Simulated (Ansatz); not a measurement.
Geometry optimisation, Ansatz, RHF/def2-SVP.

The input (input.yaml):

```yaml
crystal:
  periodic: [false, false, false]
  atoms:
    - { symbol: Ta, position_ang: [-0.474532, -0.151859, 0.149741] }
    - { symbol: F, position_ang: [2.62799, -0.415128, 0.422105] }
    - { symbol: F, position_ang: [0.075424, 0.453991, 1.815755] }
    - { symbol: F, position_ang: [0.435136, -0.040666, -1.464362] }
    - { symbol: F, position_ang: [-1.188214, 1.563201, -0.176496] }
    - { symbol: F, position_ang: [-2.193072, -0.842889, 0.041727] }
    - { symbol: O, position_ang: [0.235309, -1.950951, 0.504005] }
    - { symbol: Al, position_ang: [0.196845, -3.607521, 0.969219] }
    - { symbol: H, position_ang: [1.470743, -4.468547, 0.594401] }
    - { symbol: H, position_ang: [-1.06884, -4.140332, 1.740359] }
    - { symbol: H, position_ang: [2.329112, -1.267799, 0.298845] }
basis:
  gaussian: { orbitals: def2-SVP }
hamiltonian:
  xc: hf
relax:
  f_tol: 0.03
  max_steps: 50
output:
  orbitals: {}
```

Launched with:

```bash
$ ansatz run input.yaml --threads 4 --pin off --max-ram 5120MiB --backend cpu --events-out ev --progress --plain --runs-dir out
```

Q: Where does it end, and by what steps?

A: The forces met the threshold. The force dipped under the threshold on the way, but the program's further checks kept it going. After 30 steps the energy has fallen by 0.612 eV; F5 moved furthest, 1.66 Å. Joined: Ta1–F2 (3.13 → 2.39 Å).

```tsv
step	energy less start (eV)	largest force component (eV/Å)	accepted
0	0.0000	1.424	yes
2	-0.0927	1.570	yes
4	-0.2371	0.275	yes
6	-0.3479	1.076	yes
8	-0.4594	0.932	yes
10	-0.4907	0.429	yes
12	-0.5141	0.487	yes
14	-0.5198	0.065	yes
16	-0.5234	0.172	yes
18	-0.5270	0.178	yes
20	-0.5308	0.212	yes
22	-0.5416	0.531	yes
24	-0.5940	0.225	yes
26	-0.6105	0.121	yes
28	-0.6115	0.036	yes
30	-0.6122	0.020	yes
```

```xyz
11
Properties=species:S:1:pos:R:3
Ta -0.380 -0.367 0.184
F 1.998 -0.541 0.256
F -0.179 0.180 1.983
F -0.148 -0.769 -1.649
F 0.449 1.306 -0.245
F -2.204 -0.081 0.093
O -0.202 -2.157 0.653
Al 0.163 -3.790 1.076
H 1.673 -4.209 1.094
H -1.046 -4.730 1.407
H 2.321 0.289 0.044
```

Whether the end is a true minimum wasn't checked by a vibrational analysis.

The run took 110 s on 4 threads of Intel(R) Xeon(R) Platinum 8259CL CPU @ 2.50GHz (Skylake/Cascade Lake), on a shared host, peak memory 0.46 GiB.
